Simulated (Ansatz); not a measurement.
BH₃O₂S (`OB(O)S`). Total charge 0; spin multiplicity 1. Geometry: relaxed with PBE0-D4/def2-TZVP. It is one conformer, not always the lowest.

```xyz
7

O    -1.019    0.445    0.461
B     0.122    0.148   -0.226
O     0.514    0.960   -1.240
S     1.212   -1.285    0.095
H    -1.243   -0.164    1.164
H    -0.092    1.695   -1.367
H     0.506   -1.799    1.114
```

(1) What is the dipole moment at PBE/def2-TZVPP? (Estimate.)

(2) And with r2SCAN, B3LYP, ωB97M-V? (An estimate is asked.)

(3) Give the Mulliken charges with PBE, ωB97M-V, B3LYP in def2-TZVPP. (An estimate is asked.)

## Answers

(1) Computed: 2.31 D, with components (-1.82, 0.11, 1.41) D in this frame, pointing from negative to positive charge.

(2) Ansatz gave: r2SCAN 2.39 D, B3LYP 2.33 D, ωB97M-V 2.35 D.

(3) The calculation gave: 
```csv
atom,PBE,ωB97M-V,B3LYP
O1,-0.27,-0.30,-0.30
B2,0.26,0.31,0.33
O3,-0.26,-0.29,-0.29
S4,-0.22,-0.19,-0.21
H5,0.20,0.18,0.19
H6,0.20,0.19,0.20
H7,0.09,0.08,0.08
```

B3LYP here is the variant with VWN-RPA as its local correlation; programs differ in this.
